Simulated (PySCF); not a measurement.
PySCF input file for Al(Me)2(NCO) (C₃H₆AlNO), SMILES [CH3][Al]([CH3])[N]=C=O, TDA-ωB97X/def2-SVPD. Coordinates come from a r2SCAN-D4/def2-SVP optimisation. A frequency run showed that this geometry is not a minimum. The structure was generated by enumeration; whether it is a known compound was not checked. The values are those of a single conformer.

```python
import numpy as np
from pyscf import gto, scf, dft, tdscf

mol = gto.M(
    atom='''
    Al   -0.76771483    0.33003183   -0.36336622
    C    -2.28849857   -0.88197629   -0.42772561
    H    -2.04207408   -1.79997665   -0.98987244
    H    -3.18460872   -0.43858440   -0.89094897
    H    -2.57039389   -1.21786842    0.58593064
    C    -0.70629801    2.16992315   -0.99322264
    H     0.04269458    2.28745860   -1.79646543
    H    -0.39231396    2.85693998   -0.18784467
    H    -1.67017737    2.53294634   -1.38481294
    N     0.74460588   -0.32078581    0.35349888
    C     1.75938141   -0.75654741    0.83448489
    O     2.74967702   -1.18177815    1.30400786
    ''',
    basis='def2-SVPD',
    charge=0,
    spin=0,
    max_memory=1600,
    verbose=4,
)
mf = dft.RKS(mol, xc='wb97x').density_fit(auxbasis='def2-universal-jkfit')
mf.grids.level = 3
mf.conv_tol = 1e-9
mf.max_cycle = 100
mf.kernel()
mf.grids = dft.Grids(mol).set(level=1).build(with_non0tab=True)  # coarser grid for the response kernel
td = tdscf.TDA(mf)
td.singlet = True
td.nstates = 10
td.conv_tol = 1e-4
td.positive_eig_threshold = 1e-6
td.kernel(x0=td.get_init_guess(mf, 15))
td.analyze()
tt = tdscf.TDA(mf)
tt.singlet = False
tt.nstates = 4
tt.conv_tol = 1e-4
tt.positive_eig_threshold = 1e-6
tt.kernel(x0=tt.get_init_guess(mf, 9))
tt.analyze(verbose=3)
```

Output:

```
PySCF version 2.14.0

[INPUT] verbose = 4
[INPUT] num. atoms = 12
[INPUT] num. electrons = 52
[INPUT] charge = 0
[INPUT] spin (= nelec alpha-beta = 2S) = 0
[INPUT] symmetry False subgroup None
[INPUT] Mole.unit = angstrom
[INPUT] Symbol           X                Y                Z      unit          X                Y                Z       unit  Magmom
[INPUT]  1 Al    -0.767714830000   0.330031830000  -0.363366220000 AA   -1.450770770467   0.623669771089  -0.686662638718 Bohr   0.0
[INPUT]  2 C     -2.288498570000  -0.881976290000  -0.427725610000 AA   -4.324635533759  -1.666693636460  -0.808284259363 Bohr   0.0
[INPUT]  3 H     -2.042074080000  -1.799976650000  -0.989872440000 AA   -3.858960737273  -3.401462899112  -1.870587809855 Bohr   0.0
[INPUT]  4 H     -3.184608720000  -0.438584400000  -0.890948970000 AA   -6.018038294702  -0.828804398507  -1.683649544263 Bohr   0.0
[INPUT]  5 H     -2.570393890000  -1.217868420000   0.585930640000 AA   -4.857340484355  -2.301437769557   1.107248437591 Bohr   0.0
[INPUT]  6 C     -0.706298010000   2.169923150000  -0.993222640000 AA   -1.334709801225   4.100560464854  -1.876918770317 Bohr   0.0
[INPUT]  7 H      0.042694580000   2.287458600000  -1.796465430000 AA    0.080681063203   4.322670275281  -3.394827654949 Bohr   0.0
[INPUT]  8 H     -0.392313960000   2.856939980000  -0.187844670000 AA   -0.741365939244   5.398834116520  -0.354974980259 Bohr   0.0
[INPUT]  9 H     -1.670177370000   2.532946340000  -1.384812940000 AA   -3.156177808746   4.786574870819  -2.616917190354 Bohr   0.0
[INPUT] 10 N      0.744605880000  -0.320785810000   0.353498880000 AA    1.407101183941  -0.606197325547   0.668016068540 Bohr   0.0
[INPUT] 11 C      1.759381410000  -0.756547410000   0.834484890000 AA    3.324749013551  -1.429667405149   1.576947897188 Bohr   0.0
[INPUT] 12 O      2.749677020000  -1.181778150000   1.304007860000 AA    5.196136498810  -2.233237043495   2.464217719680 Bohr   0.0

nuclear repulsion = 242.361261183825
number of shells = 75
number of NR pGTOs = 255
number of NR cGTOs = 175
basis = def2-SVPD
ecp = {}


[settings echo left out]
init E= -490.567029308571
  HOMO = -0.315011701253758  LUMO = -0.0129510776790625  gap/eV = 8.21949
cycle= 1 E= -489.973728497342  delta_E= 0.593  |g|= 0.759  |ddm|= 4.58
  HOMO = -0.330167341017403  LUMO = 0.0323105381613216  gap/eV = 9.86353
cycle= 2 E= -489.952751603817  delta_E= 0.021  |g|= 0.909  |ddm|= 1.55
  HOMO = -0.371863333847986  LUMO = 0.0364368957789178  gap/eV = 11.11042
cycle= 3 E= -490.095900170043  delta_E= -0.143  |g|= 0.113  |ddm|= 0.765
  HOMO = -0.37989831437133  LUMO = 0.0356072096773685  gap/eV = 11.30648
cycle= 4 E= -490.098107991916  delta_E= -0.00221  |g|= 0.0567  |ddm|= 0.147
  HOMO = -0.377085880926418  LUMO = 0.039116220078772  gap/eV = 11.32544
cycle= 5 E= -490.098816995279  delta_E= -0.000709  |g|= 0.0119  |ddm|= 0.0707
  HOMO = -0.37646976488861  LUMO = 0.0390517479031462  gap/eV = 11.30692
cycle= 6 E= -490.098854276463  delta_E= -3.73e-05  |g|= 0.00258  |ddm|= 0.0198
  HOMO = -0.376885362119486  LUMO = 0.0388544283230665  gap/eV = 11.31286
cycle= 7 E= -490.09885680381  delta_E= -2.53e-06  |g|= 0.00057  |ddm|= 0.00611
  HOMO = -0.376857501789735  LUMO = 0.0388967408917988  gap/eV = 11.31325
cycle= 8 E= -490.098857011822  delta_E= -2.08e-07  |g|= 0.000171  |ddm|= 0.00207
  HOMO = -0.376867687540597  LUMO = 0.0388843015538489  gap/eV = 11.31319
cycle= 9 E= -490.098857038579  delta_E= -2.68e-08  |g|= 7.1e-05  |ddm|= 0.000653
  HOMO = -0.376871901485442  LUMO = 0.0388877161033614  gap/eV = 11.31340
cycle= 10 E= -490.098857043917  delta_E= -5.34e-09  |g|= 2.35e-05  |ddm|= 0.000193
  HOMO = -0.376869589652119  LUMO = 0.0388906963581572  gap/eV = 11.31341
cycle= 11 E= -490.098857044651  delta_E= -7.34e-10  |g|= 7.23e-06  |ddm|= 7.88e-05
  HOMO = -0.376870449762258  LUMO = 0.0388896260852576  gap/eV = 11.31341
Extra cycle  E= -490.098857044672  delta_E= -2.03e-11  |g|= 6.5e-06  |ddm|= 2.48e-05
converged SCF energy = -490.098857044672
tot grids = 47024
Overwritten attributes  positive_eig_threshold  of <class 'pyscf.tdscf.rks.TDA'>


******** <class 'pyscf.tdscf.rks.TDA'> for <class 'pyscf.df.df_jk.DFRKS'> ********
nstates = 10 singlet
deg_eia_thresh = 1.000e-03
wfnsym = None
conv_tol = 0.0001
eigh lindep = 1e-12
eigh level_shift = 0
eigh max_cycle = 100


Excitation energies (eV)
[5.91539997 6.83060195 7.09305312 7.20502712 7.79917346 7.81241548
 7.83987247 8.23733517 8.54393792 8.78705956]

** Singlet excitation energies and oscillator strengths **
Excited State   1:      5.91540 eV    209.60 nm  f=0.0000
      26 -> 27       -0.68547
Excited State   2:      6.83060 eV    181.51 nm  f=0.0000
      24 -> 27       -0.62836
      24 -> 32       -0.11398
      24 -> 38        0.11523
      26 -> 32        0.19240
      26 -> 38       -0.13304
Excited State   3:      7.09305 eV    174.80 nm  f=0.0654
      24 -> 30       -0.11480
      24 -> 33       -0.18317
      25 -> 27        0.57713
      25 -> 32        0.16282
      25 -> 38       -0.12357
      26 -> 30        0.14145
      26 -> 33        0.20615
Excited State   4:      7.20503 eV    172.08 nm  f=0.1775
      24 -> 29       -0.13041
      26 -> 28        0.65799
      26 -> 34        0.10786
Excited State   5:      7.79917 eV    158.97 nm  f=0.0064
      23 -> 27       -0.16470
      25 -> 28       -0.54434
      25 -> 29       -0.37806
      25 -> 34       -0.12095
Excited State   6:      7.81242 eV    158.70 nm  f=0.0327
      24 -> 28       -0.49327
      24 -> 29       -0.21092
      24 -> 34       -0.11482
      26 -> 29        0.40571
Excited State   7:      7.83987 eV    158.15 nm  f=0.0000
      25 -> 30        0.35309
      25 -> 33        0.58833
Excited State   8:      8.23734 eV    150.51 nm  f=0.0767
      23 -> 27       -0.66950
      25 -> 28        0.12214
      25 -> 29        0.11391
Excited State   9:      8.54394 eV    145.11 nm  f=0.4169
      23 -> 28       -0.37920
      24 -> 30        0.11779
      24 -> 33       -0.11858
      25 -> 27       -0.18610
      26 -> 30        0.49975
Excited State  10:      8.78706 eV    141.10 nm  f=0.1591
      23 -> 28        0.28163
      24 -> 30       -0.19685
      24 -> 33       -0.18578
      25 -> 27       -0.32426
      25 -> 32        0.15718
      25 -> 38       -0.26208
      25 -> 40        0.14840
      26 -> 33        0.30203

** Transition electric dipole moments (AU) **
state          X           Y           Z        Dip. S.      Osc.
  1        -0.0009     -0.0017      0.0004      0.0000      0.0000
  2        -0.0017     -0.0020      0.0000      0.0000      0.0000
  3         0.5167     -0.2222      0.2445      0.3761      0.0654
  4         0.4566      0.8770     -0.1671      1.0056      0.1775
  5        -0.0543      0.0585      0.1643      0.0334      0.0064
  6        -0.1885     -0.3610      0.0701      0.1708      0.0327
  7        -0.0009     -0.0006     -0.0005      0.0000      0.0000
  8         0.1784     -0.1921     -0.5578      0.3799      0.0767
  9        -1.1884      0.5106     -0.5646      1.9918      0.4169
 10        -0.7246      0.3120     -0.3418      0.7392      0.1591

** Transition velocity dipole moments (imaginary part, AU) **
state          X           Y           Z        Dip. S.      Osc.
  1        -0.0003     -0.0004      0.0000      0.0000      0.0000
  2        -0.0007     -0.0005     -0.0001      0.0000      0.0000
  3         0.0865     -0.0372      0.0408      0.0105      0.0269
  4         0.1234      0.2373     -0.0449      0.0736      0.1852
  5        -0.0157      0.0168      0.0472      0.0028      0.0064
  6        -0.0590     -0.1132      0.0216      0.0168      0.0389
  7        -0.0001     -0.0003     -0.0001      0.0000      0.0000
  8         0.0153     -0.0167     -0.0504      0.0031      0.0067
  9        -0.3144      0.1350     -0.1496      0.1394      0.2961
 10        -0.1367      0.0589     -0.0643      0.0263      0.0543

** Transition magnetic dipole moments (imaginary part, AU) **
state          X           Y           Z
  1        -0.7690      0.3306     -0.3654
  2        -0.3607      0.1554     -0.1721
  3        -0.0001     -0.0003     -0.0003
  4        -0.1484      0.1657      0.4592
  5         0.0240      0.0444     -0.0098
  6         0.0852     -0.0954     -0.2644
  7        -0.0429      0.0181     -0.0208
  8         0.3414      0.6594     -0.1225
  9         0.0038      0.0003      0.0017
 10        -0.0012      0.0059     -0.0023


******** <class 'pyscf.tdscf.rks.TDA'> for <class 'pyscf.df.df_jk.DFRKS'> ********
nstates = 4 triplet
deg_eia_thresh = 1.000e-03
wfnsym = None
conv_tol = 0.0001
eigh lindep = 1e-12
eigh level_shift = 0
eigh max_cycle = 100


Excitation energies (eV)
[5.6808068  6.34414977 6.57703065 6.70078709]

** Triplet excitation energies and oscillator strengths **
Excited State   1:      5.68081 eV    218.25 nm  f=0.0000
Excited State   2:      6.34415 eV    195.43 nm  f=0.0000
Excited State   3:      6.57703 eV    188.51 nm  f=0.0000
Excited State   4:      6.70079 eV    185.03 nm  f=0.0000
```

The calculation finished and met its thresholds.

Cost: roughly 7 core-minutes.
